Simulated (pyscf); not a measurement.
H₃C–Zn–Cl, singlet

Gas-phase minimum from PySCF at ωB97X-D3(BJ)/def2-SVP, one conformer. 

SMILES: [Cl][Zn][CH3]
```xyz
6

C     -0.9940     0.6623    -0.4028
Zn    -1.0536    -1.0616     0.4639
Cl    -1.1183    -2.9493     1.4135
H     -2.0082     1.0665    -0.5510
H     -0.5107     0.5921    -1.3905
H     -0.4258     1.3887     0.2002
```

Bond lengths (Å): C1–Zn2 1.930, C1–H4 1.102, C1–H5 1.102, C1–H6 1.102, Zn2–Cl3 2.114. Angles (°): Zn2–C1–H4 111.1, Zn2–C1–H5 111.0, Zn2–C1–H6 111.0, H4–C1–H5 107.9, H4–C1–H6 107.8, H5–C1–H6 107.8, C1–Zn2–Cl3 180.0.

Properties at ωB97X-D3(BJ)/def2-SVP:

| Item | Value |
|---|---|
| Harmonic wavenumbers, unscaled | 116, 116, 405, 603, 702, 702, 1229, 1442, 1442, 3070, 3173, 3173 cm⁻¹ |
| Zero-point energy | 23.1 kcal/mol |
| Rotational symmetry number | 3 |
| Entropy of this conformer at 298 K and 1 atm, rigid rotor and harmonic oscillator, modes under 100 cm⁻¹ raised to 100 | 291.5 J/(mol K) |
| Dipole moment | 2.45 D |

Single-point totals, which compare only within one level (frozen core for MP2 and CC):

```json
[
 {"level": "ωB97X-D3(BJ)/def2-TZVP", "total energy (hartree)": "-2279.58830"},
 {"level": "PBE/def2-TZVP", "total energy (hartree)": "-2279.07913"},
 {"level": "r²SCAN/def2-TZVP", "total energy (hartree)": "-2279.52357"},
 {"level": "B3LYP-D3(BJ)/def2-TZVP", "total energy (hartree)": "-2279.67019"},
 {"level": "PBE0-D3(BJ)/def2-TZVP", "total energy (hartree)": "-2279.14542"},
 {"level": "M06-2X/def2-TZVP", "total energy (hartree)": "-2279.53064"},
 {"level": "ωB97M-D3(BJ)/def2-TZVP", "total energy (hartree)": "-2279.68307"},
 {"level": "HF/def2-TZVPP", "total energy (hartree)": "-2277.00271"},
 {"level": "MP2/def2-TZVPP", "total energy (hartree)": "-2278.20999"},
 {"level": "CCSD/def2-TZVPP", "total energy (hartree)": "-2278.15580"},
 {"level": "CCSD(T)/def2-TZVPP", "total energy (hartree)": "-2278.18936"}
]
```

Soft torsions are taken as harmonic, which can shift the entropy by several J/(mol K). The CCSD(T) − MP2 part came from Ansatz, without density fitting, on the same reference. The frozen core leaves the outer d or s,p core shells of the metals and heavy elements correlated in the MP2 and CC values, and def2-TZVPP describes them poorly, so these totals are far from the basis limit. Elements up to Kr have no core potential and no relativistic terms here.
